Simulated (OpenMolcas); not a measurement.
# AlGeNH4O (SMILES [NH2][GeH]1[O][AlH]1): methods side by side

AlGeNH4O: 8 atoms, total charge 0, spin state singlet. As SMILES, `[NH2][GeH]1[O][AlH]1`. The shape is that of a PBE0-D4/def2-TZVP optimisation. This is one conformer, not always the lowest.

```xyz
8

N    -1.0007    1.3304    0.5144
Ge    0.2391    0.0001    0.6269
O     1.1775   -0.3460   -0.9835
Al    0.4315   -1.8569   -0.7691
H    -0.6626    2.2764    0.6119
H    -1.6821    1.2712   -0.2261
H     1.2379    0.5119    1.6854
H     0.3517   -3.2441   -1.5156
```

Quantity: the energy change with the N1–H5 bond stretched from 1.009 to 1.514 Å, in eV. The values are calculated.

| level | kind | program | value (eV) | less CCSD(T)/6-31G* | CPU time (all runs) |
| --- | --- | --- | --- | --- | --- |
| SVWN5/6-31G* (spherical functions) (restricted) | LDA | OpenMolcas | 2.05 | -0.06 | 67 s |
| BLYP/6-31G* (spherical functions) (restricted) | GGA | OpenMolcas | 1.96 | -0.15 | 83 s |
| B3LYP/6-31G* (spherical functions) (restricted) | global hybrid | OpenMolcas | 2.18 | +0.07 | 87 s |
| BHLYP/6-31G* (spherical functions) (restricted) | global hybrid | OpenMolcas | 2.44 | +0.33 | 83 s |
| PBE0/6-31G* (spherical functions) (restricted) | global hybrid | OpenMolcas | 2.27 | +0.16 | 82 s |
| B3LYP/6-31G* (Cartesian functions) (restricted) | global hybrid | OpenMolcas | 2.18 | +0.07 | 98 s |
| B2PLYP/6-31G* (spherical functions) (restricted) | double hybrid | OpenMolcas | 2.22 | +0.11 | 64 s |
| CCSD(T)/6-31G* (spherical functions) (restricted) | coupled cluster or CI | OpenMolcas | 2.11 | 0.00 | 2.4 min |

CCSD(T)/6-31G* (spherical functions) (restricted) is the highest level here, not the true value. All-electron rows without a relativistic Hamiltonian named are non-relativistic. The first shape isn't each level's own minimum. The values span 1.96 to 2.44 eV. In the correlated wave-function rows the outer d shell of Ge is correlated, in sets not made for it. CPU times are rough (shared hosts, several kinds of processor and program).
